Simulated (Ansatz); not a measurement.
`N[Si](F)(Cl)Br` + H₂ → `N[SiH](F)Cl` + HBr at 500 K and 1 bar (hydrogenolysis of the Si–Br bond).

Computed with Ansatz on PBE0-D4/def2-TZVP structures; ΔE is electronic, products minus reactants. CCSD(T)/CBS is the MP2 limit (def2-TZVPP, def2-QZVPP) plus CCSD(T) − MP2 in def2-TZVPP, frozen cores. This one scheme is used for every species. For Br outer-core shells are correlated without core-valence functions, which leaves a few kJ/mol of doubt a bond. Scalar relativity is left out up to krypton. One conformer a species, not always the lowest.

```json
{"species": "`N[Si](F)(Cl)Br`", "CCSD(T)/CBS energy (Eh)": "-3478.08790", "H − E (kJ/mol)": "128.8", "S (J/(mol·K))": "419.9"}
{"species": "H₂", "CCSD(T)/CBS energy (Eh)": "-1.17544", "H − E (kJ/mol)": "41.0", "S (J/(mol·K))": "145.5"}
{"species": "`N[SiH](F)Cl`", "CCSD(T)/CBS energy (Eh)": "-905.31614", "H − E (kJ/mol)": "141.3", "S (J/(mol·K))": "367.1"}
{"species": "HBr", "CCSD(T)/CBS energy (Eh)": "-2573.91920", "H − E (kJ/mol)": "30.5", "S (J/(mol·K))": "213.7"}
```

H − E and S are ideal-gas, rigid-rotor, harmonic terms from PBE0-D4/def2-TZVP, for one conformer and one mirror image of each species. The MP2-based limit puts H₂ 0.8 mEh under its directly extrapolated value; such offsets cancel only in part. 1 Eh = 2625.50 kJ/mol, R = 8.31446 J/(mol·K).

**Question.** By hand: ΔE, ΔH, ΔS and ΔG.

**Answer.** ΔE = (-905.31614) + (-2573.91920) − (-3478.08790) − (-1.17544) = 0.02800 Eh = 73.5 kJ/mol. Δ(H − E) = 141.3 + 30.5 − 128.8 − 41.0 = 2.0, so ΔH = 75.5 kJ/mol. ΔS = 367.1 + 213.7 − 419.9 − 145.5 = 15.4 J/(mol·K). ΔG = 75.5 − 500 × (15.4)/1000 = 67.8 kJ/mol.

**Question.** By hand: the equilibrium constant, and the temperature at which ΔG would vanish if ΔH and ΔS stayed fixed.

**Answer.** log₁₀ K = −ΔG/(RT ln 10) = -7.1. ΔG = 0 at ΔH/ΔS = 4903 K, far beyond where these terms or the molecules hold.

ΔH outweighs TΔS. A doubt of 5 kJ/mol in ΔE shifts log₁₀ K by 0.5 here. Other conformers and mirror images would add mixing entropy, several J/(mol·K) or more a flexible species. These are equilibria of isolated gas molecules and say nothing of rates. Largest T1 diagnostic: 0.010 (customary marks: 0.02 for closed shells, 0.045 for open ones).
